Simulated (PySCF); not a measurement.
A run for PySCF: R-B3LYP/LANL2DZ on FH3S (a complex).

```python
from pyscf import gto, scf, dft, mp
from pyscf.data.elements import chemcore

mol = gto.M(
    atom='''
    F     0.00360347   -0.14085454   -0.34291483
    H     0.12754265   -0.35383949    0.56339649
    S     0.30147235   -0.70276276    2.77094753
    H    -1.00857734   -0.49894135    2.98969856
    H     0.61025339    0.57805279    3.03505581
    ''',
    basis='lanl2dz',
    ecp={'S': 'lanl2dz'},
    charge=0, spin=0, verbose=3, max_memory=1800)
mf = dft.RKS(mol, xc='b3lyp')
mf.conv_tol = 1e-8
mf.max_cycle = 100
mf.kernel()
if not mf.converged:
    mf = mf.newton().run(mf.mo_coeff, mf.mo_occ)
```

Q: Give the final energy of this run.

A: -111.7434 hartree.
